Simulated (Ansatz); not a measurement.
Job for Ansatz (a program for electronic structure): R-B3LYP/def2-TZVPPD on CH6ClN (a complex), monomers drawn apart or pushed together. Files ending in .json are basis or fitting sets from the Basis Set Exchange.

Ansatz 0.2 input:
```yaml
crystal:
  periodic: [false, false, false]
  atoms:
    - {symbol: Cl, position_ang: [0.97051337, 1.14427676, 0.16513436]}
    - {symbol: H, position_ang: [0.76777779, 0.40121633, 1.31594875]}
    - {symbol: C, position_ang: [-0.92349143, 0.09932127, 3.34923876]}
    - {symbol: N, position_ang: [0.33645228, -0.46352742, 2.84515645]}
    - {symbol: H, position_ang: [-1.69145791, -0.02285512, 2.58670795]}
    - {symbol: H, position_ang: [-0.78840252, 1.16723175, 3.51497020]}
    - {symbol: H, position_ang: [-1.26670274, -0.36436629, 4.27763466]}
    - {symbol: H, position_ang: [0.25109280, -1.45390642, 2.64647145]}
    - {symbol: H, position_ang: [1.09199816, -0.34547808, 3.51061167]}
basis:
  gaussian:
    orbitals: def2-TZVPPD.json
hamiltonian:
  xc: {name: B3LYP}
scf: {lower_state_search: off}
```

Output:

```
WARN ansatz: RAYON_NUM_THREADS=1 ignored (pool sized by the plan → 1); use --threads N
Functional definition: B3LYP
these checks for a lower state are left out or cut short: stability, starts, cluster_reference, orbital_swaps, neighbouring_geometries, increment
integrals: 0.12 GiB planned
1041 factors; their error is unknown
mean field: 1.15 GiB planned
mean field evaluation 1: about -15142.9070 eV, gradient 5.9e1 eV
mean field evaluation 2: about -15134.3128 eV, gradient 8.4e1 eV
mean field evaluation 4: about -15150.0851 eV, gradient 4.3e0 eV
mean field evaluation 8: about -15150.1258 eV, gradient 3.9e-2 eV
mean field evaluation 16: about -15150.1398 eV, gradient 2.0e-5 eV
mean field -15150.13982564 eV, -556.7573694587 hartree, gradient 2.6e-6 eV, S^2 0.000000; 0 other end points of the search recorded, 0 dependent functions left out
reference -15150.14011024 eV, -556.7573799177 hartree; 18, 18 occupied and 209, 209 virtual orbitals, 1041 factors
Total energy: -15150.14011024 eV, -556.7573799177 hartree
Checks for a lower state left out: stability, starts, cluster_reference, orbital_swaps, neighbouring_geometries, increment
```

The run converged.

Cost: around 2.9 core-seconds (rough).
